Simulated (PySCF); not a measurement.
Several species in one continuum solvent.

Computed with PySCF at PBE0/pcSseg-1, non-relativistic, each on one gas-phase PBE0-D3(BJ)/def2-SVP geometry that isn't relaxed in the solvent. The solvent is an IEF-PCM continuum (van der Waals radii × 1.2). Only the electrostatic response of the medium enters.

Question: Order them by E(solvent) − E(gas) in chloroform (ε = 4.711), most negative first (kcal/mol).
A. `[OH:1][SiH:2]1[CH:3]=[CH:4][SiH2:5][CH:6]=[CH:7]1` with H–O1–Si2–C3 62°
B. `[SiH3:1][SiH2:2][c:3]1[cH:4][cH:5][cH:6][o:7]1` with Si1–Si2–C3–C4 -118°
C. `[SiH3:1][O:2][SiH:3]1[CH:4]=[CH:5][CH:6]=[CH:7]1` with Si1–O2–Si3–C4 -59°
D. cyanuric acid (`O=C1NC(=O)NC(=O)N1`)
E. `[CH:1]#[C:2][C@@H:3]1[CH2:4][SiH2:5][O:6][SiH2:7]1` with C2–C3–C4–Si5 -161°, C3–C4–Si5–O6 28°, C4–Si5–O6–Si7 -8°, Si5–O6–Si7–C3 -11°

Answer: D (-10.6), A (-3.5), E (-3.2), B (-1.8), C (-1.6).

| SMILES | charge | ΔE (kcal/mol) | polarisation term (kcal/mol) | HOMO shift (eV) | dipole gas (D) | dipole solvent (D) | atoms |
| --- | --- | --- | --- | --- | --- | --- | --- |
| O=c1[nH]c(=O)[nH]c(=O)[nH]1 | 0 | -10.6 | -11.5 | +0.13 | 0.00 | 0.00 | 12 |
| O[SiH]1C=C[SiH2]C=C1 | 0 | -3.5 | -3.8 | +0.11 | 1.49 | 1.78 | 15 |
| C#C[C@@H]1C[SiH2]O[SiH2]1 | 0 | -3.2 | -3.4 | -0.02 | 1.06 | 1.26 | 15 |
| [SiH3][SiH2]c1ccco1 | 0 | -1.8 | -1.9 | +0.03 | 1.07 | 1.23 | 15 |
| [SiH3]O[SiH]1C=CC=C1 | 0 | -1.6 | -1.7 | +0.04 | 1.21 | 1.47 | 15 |

The polarisation term is half the interaction of the solute with the induced surface charges.
